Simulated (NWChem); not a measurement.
# WH3Cl3; SMILES [WH3]([Cl])([Cl])[Cl]

```xyz
7

W      0.0000     0.0000    -0.0186
Cl    -2.0983     0.7885    -0.4760
Cl     1.7320     1.4229    -0.4760
Cl     0.3663    -2.2114    -0.4760
H     -0.7557    -0.6204     1.3443
H     -0.1594     0.9647     1.3443
H      0.9151    -0.3443     1.3443
```
Atoms are numbered in this order, from 1.

The geometry was optimised at PBE-D3(BJ)/def2-SVP. def2 effective core potentials on W; no spin-orbit coupling.

### Question
List the 4 lowest vertical singlet excitations from PBE/def2-SVP with def2 effective core potentials on W, full TDDFT (NWChem).

### Answer
| state | energy (eV) | oscillator strength | leading excitation (squared amplitude) |
|---|---|---|---|
| S1 | 2.87 | 0.000 | HOMO → LUMO (0.40) |
| S2 | 2.93 | 0.001 | HOMO−1 → LUMO (0.39) |
| S3 | 3.07 | 0.005 | HOMO−1 → LUMO+1 (0.48) |
| S4 | 3.07 | 0.005 | HOMO → LUMO+1 (0.48) |
